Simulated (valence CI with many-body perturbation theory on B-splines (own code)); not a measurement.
**Sm13+: calculated level list**

Level of theory: valence CI with perturbative core correlation (CI+MBPT): three valence electrons over a frozen Dirac-Fock core [Kr] 4d10, a basis of 7 s, 7 p, 7 d, 7 f, 4 g, 2 h functions for each j, with the one-electron correlation potential Σ1 (screened to all orders), the two-electron term Σ2, the three-electron term Σ3, Breit, model QED; selected single and double excitations, second order for the rest, scaled by the run's own slope (own B-spline code, finite nucleus).

No measured levels were compared; by estimate terms of the open shell hold to a few per cent of their energy, and close levels can change places; configurations with another count of f electrons can be misplaced by thousands of cm⁻¹.

Levels 91 to 135 of 196, with energies above the lowest level, (4f5/2 5s^2) J=5/2. "Leading %" is the weight of the configuration and term that name the level; weights of strongly mixed levels are sums over their largest components and can fall short. In the jj column 3d3/2^4 stands for four electrons in 3d with j = 3/2. Lifetimes count E1, E2, E3, M1 and M2 decay at the calculated energies, and are blank where another channel may lead or the interval is too uncertain; long ones can be off by a factor of two.

| No. | Configuration | Term | J | E (cm⁻¹) | Leading % | Lifetime | Second component | Leading jj |
| --- | --- | --- | --- | --- | --- | --- | --- | --- |
| 91 | 4f²5p | ⁴D° | 7/2 | 234710 | 42 | 180 ps | 29 % 4f²5p ²F° | 4f5/2 4f7/2 5p1/2 (83 %) |
| 92 | 4f5s5p | ⁴D | 3/2 | 235200 | 77 | 9.76 ns | 17 % 4f5s5p ⁴F | 4f5/2 5s 5p3/2 (96 %) |
| 93 | 4f5s5p | ⁴G | 11/2 | 236910 | 100 | 2.72 μs |  | 4f7/2 5s 5p3/2 (100 %) |
| 94 | 4f5s5p | ²F | 7/2 | 237700 | 37 | 6.77 ns | 30 % 4f5s5p ⁴D | 4f7/2 5s 5p3/2 (94 %) |
| 95 | 4f²5p | ²F° | 7/2 | 237930 | 39 | 186 ps | 26 % 4f²5p ²G° | 4f7/2^2 5p1/2 (89 %) |
| 96 | 4f5s5p | ⁴D | 1/2 | 238110 | 100 | 2.85 μs |  | 4f5/2 5s 5p3/2 (100 %) |
| 97 | 4f²5p | ²H° | 9/2 | 240920 | 42 | 182 ps | 27 % 4f²5p ²G° | 4f7/2^2 5p1/2 (93 %) |
| 98 | 5s²5p | ²P° | 3/2 | 242760 | 97 | 11.4 ns |  | 5s^2 5p3/2 (97 %) |
| 99 | 4f5s5p | ²D | 5/2 | 243520 | 37 | 1.21 ns | 32 % 4f5s5p ⁴D | 4f7/2 5s 5p3/2 (93 %) |
| 100 | 4f5s5p | ²G | 9/2 | 245190 | 90 | 29.0 ns | 7 % 4f5s5p ⁴F | 4f5/2 5s 5p3/2 (57 %) |
| 101 | 4f²5p | ²F° | 5/2 | 248280 | 58 | 182 ps | 18 % 4f²5p ²D° | 4f5/2 4f7/2 5p1/2 (56 %) |
| 102 | 4f²5p | ²P° | 3/2 | 248500 | 44 | 192 ps | 26 % 4f²5p ²D° | 4f5/2 4f7/2 5p1/2 (50 %) |
| 103 | 4f²5p | ⁴D° | 1/2 | 252630 | 90 | 175 ps | 5 % 4f²5p ²P° | 4f5/2 4f7/2 5p1/2 (39 %) |
| 104 | 4f5s5p | ²D | 3/2 | 252820 | 84 | 6.29 ns | 11 % 4f5s5p ⁴D | 4f7/2 5s 5p3/2 (97 %) |
| 105 | 4f²5p | ²S° | 1/2 | 252980 | 58 | 204 ps | 36 % 4f²5p ⁴P° | 4f5/2 4f7/2 5p1/2 (53 %) |
| 106 | 4f²5p | ²I° | 11/2 | 255830 | 62 | 186 ps | 35 % 4f²5p ²H° | 4f5/2 4f7/2 5p1/2 (76 %) |
| 107 | 4f²5p | ⁴D° | 3/2 | 255900 | 64 | 174 ps | 12 % 4f²5p ²P° | 4f5/2 4f7/2 5p1/2 (64 %) |
| 108 | 4f²5p | ²K° | 13/2 | 256380 | 50 | 187 ps | 46 % 4f²5p ²I° | 4f5/2 4f7/2 5p1/2 (71 %) |
| 109 | 4f²5p | ²D° | 5/2 | 258360 | 37 | 179 ps | 30 % 4f²5p ⁴D° | 4f7/2^2 5p1/2 (68 %) |
| 110 | 4f²5p | ⁴S° | 3/2 | 259910 | 55 | 181 ps | 23 % 4f²5p ⁴P° | 4f7/2^2 5p1/2 (53 %) |
| 111 | 4f5s5p | ²F | 5/2 | 267970 | 82 | 46.3 ps | 10 % 4f5s5p ²D | 4f5/2 5s 5p3/2 (89 %) |
| 112 | 4f²5p | ⁴H° | 9/2 | 271470 | 36 | 89.1 ps | 27 % 4f²5p ²H° | 4f5/2^2 5p3/2 (79 %) |
| 113 | 4f²5p | ²G° | 7/2 | 271600 | 38 | 90.6 ps | 36 % 4f²5p ⁴H° | 4f5/2^2 5p3/2 (91 %) |
| 114 | 4f5s5p | ²F | 7/2 | 273220 | 79 | 44.3 ps | 8 % 4f5s5p ²G | 4f7/2 5s 5p3/2 (72 %) |
| 115 | 4f²5p | ⁴H° | 11/2 | 274210 | 46 | 87.5 ps | 37 % 4f²5p ⁴I° | 4f5/2 4f7/2 5p3/2 (71 %) |
| 116 | 4f²5p | ²H° | 9/2 | 276690 | 35 | 91.5 ps | 33 % 4f²5p ⁴G° | 4f5/2 4f7/2 5p3/2 (95 %) |
| 117 | 4f²5p | ⁴I° | 13/2 | 278200 | 57 | 86.3 ps | 42 % 4f²5p ⁴H° | 4f5/2 4f7/2 5p3/2 (64 %) |
| 118 | 4f5s5p | ²G | 7/2 | 278470 | 87 | 41.5 ps | 7 % 4f5s5p ²F | 4f5/2 5s 5p3/2 (70 %) |
| 119 | 4f²5p | ⁴G° | 11/2 | 279010 | 52 | 91.6 ps | 41 % 4f²5p ²H° | 4f5/2 4f7/2 5p3/2 (51 %) |
| 120 | 4f²5p | ⁴G° | 5/2 | 281210 | 75 | 82.1 ps | 13 % 4f²5p ⁴F° | 4f5/2^2 5p3/2 (81 %) |
| 121 | 4f5s5p | ²D | 3/2 | 281680 | 93 | 39.4 ps |  | 4f5/2 5s 5p3/2 (88 %) |
| 122 | 4f²5p | ⁴F° | 3/2 | 282590 | 54 | 88.5 ps | 24 % 4f²5p ²D° | 4f5/2^2 5p3/2 (69 %) |
| 123 | 4f5s5p | ²G | 9/2 | 282620 | 91 | 40.5 ps | 4 % 4f5s5p ⁴G | 4f7/2 5s 5p3/2 (89 %) |
| 124 | 4f²5p | ⁴I° | 15/2 | 283980 | 99 | 85.0 ps |  | 4f7/2^2 5p3/2 (81 %) |
| 125 | 4f²5p | ⁴G° | 7/2 | 284790 | 48 | 85.9 ps | 12 % 4f²5p ⁴F° | 4f5/2 4f7/2 5p3/2 (90 %) |
| 126 | 4f²5p | ⁴F° | 5/2 | 285300 | 48 | 84.6 ps | 18 % 4f²5p ⁴D° | 4f5/2 4f7/2 5p3/2 (52 %) |
| 127 | 4f²5p | ⁴F° | 7/2 | 285990 | 40 | 86.6 ps | 16 % 4f²5p ²G° | 4f5/2 4f7/2 5p3/2 (78 %) |
| 128 | 4f²5p | ⁴D° | 1/2 | 286170 | 83 | 89.2 ps | 15 % 4f²5p ²P° | 4f5/2^2 5p3/2 (72 %) |
| 129 | 4f²5p | ²I° | 11/2 | 286740 | 65 | 84.9 ps | 17 % 4f²5p ²H° | 4f5/2^2 5p3/2 (66 %) |
| 130 | 4f5s5p | ²D | 5/2 | 287620 | 91 | 39.4 ps |  | 4f7/2 5s 5p3/2 (86 %) |
| 131 | 4f²5p | ⁴F° | 9/2 | 289080 | 53 | 84.7 ps | 19 % 4f²5p ⁴G° | 4f5/2 4f7/2 5p3/2 (76 %) |
| 132 | 4f²5p | ⁴G° | 9/2 | 289790 | 48 | 85.6 ps | 28 % 4f²5p ²G° | 4f7/2^2 5p3/2 (59 %) |
| 133 | 4f²5p | ⁴D° | 3/2 | 290310 | 71 | 89.0 ps | 23 % 4f²5p ²D° | 4f5/2 4f7/2 5p3/2 (82 %) |
| 134 | 4f²5p | ⁴G° | 7/2 | 290330 | 38 | 84.0 ps | 17 % 4f²5p ²G° | 4f5/2 4f7/2 5p3/2 (60 %) |
| 135 | 4f²5p | ²I° | 13/2 | 290510 | 71 | 85.5 ps | 17 % 4f²5p ⁴H° | 4f5/2 4f7/2 5p3/2 (48 %) |

Where two levels of one J and parity lie close, their mixing, g and order are uncertain.
